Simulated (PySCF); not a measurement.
Al(Cl)(Me)(OSiH3) (CH6AlClOSi), SMILES [SiH3][O][Al]([CH3])[Cl]. Atoms are numbered in the order given.

```xyz
11

Al     0.4024     0.6839     0.0000
Cl    -1.4422     1.7118     0.0000
C      2.0759     1.6583     0.0000
H      2.9459     0.9836     0.0000
H      2.1439     2.3130    -0.8850
H      2.1439     2.3130     0.8850
O      0.3354    -1.0094     0.0000
Si    -0.1556    -2.5882     0.0000
H      0.3693    -3.2794    -1.2133
H      0.3693    -3.2794     1.2133
H     -1.6450    -2.6817     0.0000
```
Charge 0, spin multiplicity 1.

Geometry optimised at B3LYP-D3(BJ)/def2-SVP. The structure was generated by enumeration; whether it is a known compound was not checked. One conformer was computed; it need not be the lowest.

Level of theory: PBE0/def2-TZVP (PySCF).

ESP charges are fitted to the potential on shells at 1.4 to 2.0 van der Waals radii. Atomic charges (e):

```
atom    IAO  ESP fit  Mulliken
----  -----  -------  --------
Al1    1.16     0.94      0.59
Cl2   -0.37    -0.33     -0.28
C3    -0.83    -0.91         …
H4     0.17     0.22         …
H5     0.17     0.21         …
H6     0.17     0.21         …
O7    -0.91    -0.44         …
Si8    0.88     0.26      0.25
H9    -0.15    -0.05     -0.04
H10   -0.15    -0.05     -0.04
H11   -0.15    -0.06     -0.03
```

Question: Complete the blanks. (An estimate is asked for; the answer gives what the named calculation found.)

Answer: 
- C3, Mulliken: -0.60
- H4, Mulliken: 0.16
- H5, Mulliken: 0.15
- H6, Mulliken: 0.15
- O7, Mulliken: -0.32
